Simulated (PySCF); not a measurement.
**Two-dimensional NMR puzzle**

Compound of formula C$_{7}$H$_{8}$. Correlations simulated from computed shifts and the bond graph:

HSQC (one-bond C–H):
| δH | δC |
| --- | --- |
| 7.62 | 143.7 |
| 5.68 | 115.8 |
| 5.64 | 123.2 |
| 5.59 | 123.2 |
| 3.08 | 94.7 |
| 1.98 | 21.3 |

COSY cross peaks (H two or three bonds apart, from the bond graph; peaks can be absent where the dihedral angle is near 90°):
| δH | δH |
| --- | --- |
| 7.62 | 5.64 |
| 7.62 | 5.59 |
| 5.64 | 5.59 |

HMBC (two and three bonds, from the bond graph):
| δH | δC |
| --- | --- |
| 7.62 | 156.8, 123.2, 115.8, 21.3 |
| 5.68 | 156.8, 143.7, 94.7, 85.3, 21.3 |
| 5.64 | 156.8, 143.7 |
| 5.59 | 156.8, 143.7 |
| 3.08 | 115.8, 85.3 |
| 1.98 | 156.8, 143.7, 115.8 |

Carbons without hydrogens: δ 156.8, 85.3.

How the numbers were obtained: GFN2-xTB structure, shieldings: GIAO PBE0/pcSseg-1, in PySCF (rapidly exchanging positions averaged, non-relativistic, in vacuum, single conformer).

Shifts are taken against calculated references (same method and geometry level): ¹H (31.72 ppm) and ¹³C (186.93 ppm) vs TMS.

Exchangeable hydrogens are left out of these lists.

**Question.** Assemble the structure.

**Answer.** SMILES C#C/C=C(/C)C=C.

Structure with atom numbers: `[CH:1]#[C:2]/[CH:3]=[C:4](/[CH3:5])[CH:6]=[CH2:7]`. Each H is labelled by its parent atom. Ha(C7) is cis to C4; Hb(C7) is trans to C4.

δC 156.8 is C4, a fully substituted alkene carbon. δC 143.7 is C6, an alkene CH (δH 7.62). δC 123.2 is C7, a terminal =CH2 carbon (δH 5.59, 5.64). δC 115.8 is C3, an alkene CH (δH 5.68). δC 94.7 is C1, a terminal alkyne carbon (δH 3.08). δC 85.3 is C2, an alkyne carbon. δC 21.3 is C5, an allylic methyl carbon (δH 1.98). HMBC from δH 7.62 reaches the proton-free carbon C4. HMBC from δH 5.68 reaches the proton-free carbons C4, C2. HMBC from δH 5.64 reaches the proton-free carbon C4. HMBC from δH 5.59 reaches the proton-free carbon C4. COSY links 7.62–5.64, 7.62–5.59, 5.64–5.59.

The data come from this structure; uniqueness wasn't tested.

Shifts are as computed. Against solution values, carbons near 30 ppm lie about +3 ppm off and those near 130 ppm about +5 ppm. Of 1211 compounds with measured shifts, 218 miss one by over three times the rms of a fit or turn the order of signals round; such compounds aren't used in these exercises.
